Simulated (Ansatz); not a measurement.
A nudged elastic band was laid between two geometries of CH3Se (5 atoms, charge 0, multiplicity 2).

Method: UHF/def2-SVP in Ansatz.

- movable images: 7
- climbing image: yes
- spring: 5.0 eV/Å²
- optimiser: quadratic models (default)
- start path: through a guess of the saddle point
- force threshold: 0.05 eV/Å
- iteration limit: 60
- end points: relaxed

Initial state:

```xyz
5
Properties=species:S:1:pos:R:3
C -0.104 -0.110 0.084
Se 1.179 1.072 -0.778
H 0.174 -1.150 -0.066
H -0.178 0.117 1.145
H -1.071 0.070 -0.386
```

Final state:

```xyz
5
Properties=species:S:1:pos:R:3
C 0.055 -0.251 0.587
Se 0.248 1.102 -0.703
H -0.272 -1.240 0.302
H 0.575 -0.106 1.524
H -0.607 0.495 -1.710
```

What changes between the two ends?

Bonds broken: C1–H5. Bonds formed: Se2–H5.

Give the energies along the band, and the barrier.

It did not converge within its limit. The highest image is number 2 of 0 to 8, 2.56 eV above the first end and 1.54 eV above the last; the last end lies 1.02 eV above the first. The band didn't meet its force threshold, so its energies are provisional: the largest band force was still 0.11 eV/Å, and over the last iterations the top stayed at 2.56 eV.

```tsv
image	path coordinate (Å)	energy (eV)	C1–H5 (Å)	Se2–H5 (Å)
0	0.00	0.00	1.09	2.49
1	0.47	0.74	1.14	1.99
2	0.94	2.56	1.54	1.57
3	1.28	1.81	1.95	1.46
4	1.62	1.26	2.31	1.45
5	1.96	1.12	2.51	1.46
6	2.30	1.09	2.52	1.46
7	2.63	1.04	2.51	1.45
8	2.97	1.02	2.50	1.45
```

Run time: 4.5 min on 1 thread of Arm Neoverse V2, on a shared host, peak memory 0.22 GiB.
